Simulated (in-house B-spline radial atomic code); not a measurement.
Checks on a self-consistent run for the silver ion Ag⁺, [Kr] 4d10. Computed with a B-spline radial code for spherical atoms: Dirac-Hartree-Fock, average of configuration, Fermi nucleus of rms radius 4.5454 fm.

```csv
orbital,q,ε (Eh),<1/r>,<r²>,small-component weight
1s1/2,2,-943.45148,49.4366,0.00130786,0.029649
2s1/2,2,-142.28510,11.4126,0.0213379,0.0062324
2p1/2,2,-131.82415,11.3556,0.0160274,0.0062109
2p3/2,4,-125.34814,10.6757,0.0173419,0.0059631
3s1/2,2,-27.67717,4.00436,0.153501,0.0017649
3p1/2,2,-23.46957,3.9009,0.149478,0.0017018
3p3/2,4,-22.28977,3.73898,0.15814,0.0016379
3d3/2,4,-14.91405,3.56178,0.139643,0.0015107
3d5/2,6,-14.67930,3.5193,0.142305,0.0014912
4s1/2,2,-4.56903,1.48863,0.961283,0.00041615
4p1/2,2,-3.17627,1.36792,1.12277,0.00036224
4p3/2,4,-2.97973,1.31977,1.19009,0.0003453
4d3/2,4,-0.82447,0.990941,2.22032,0.00020803
4d5/2,6,-0.80015,0.974298,2.29793,0.000202
```

Electron-electron repulsion V_ee = 2003.1936 hartree.

Problem. What total energy follows from the eigenvalues?

Solution. The eigenvalues count the repulsion twice, so E = Σqε - V_ee = -3311.207 - 2003.194 = -5314.401 hartree; the run printed -5314.401.

Problem. Does the Dirac virial theorem hold?

Solution. For a point nucleus E = -2c²Σq·w, with w the small-component weight. Here Σq·w = 0.14149 and c = 137.0360, so the ratio E/(-2c²Σq·w) is 1.000039; the finite nucleus accounts for the departure from 1.

Problem. What diamagnetic shielding (Lamb formula) and susceptibility (Langevin formula) do the radii give?

Solution. σ = (α²/3)Σq<1/r> = 274.043/(3·137.036²) = 4864.4 ppm, and χ = -0.79199×10⁻⁶·Σq<r²> = -27.24×10⁻⁶ cm³/mol with Σq<r²> = 34.395 bohr². Both are non-relativistic formulas without the paramagnetism of open shells.
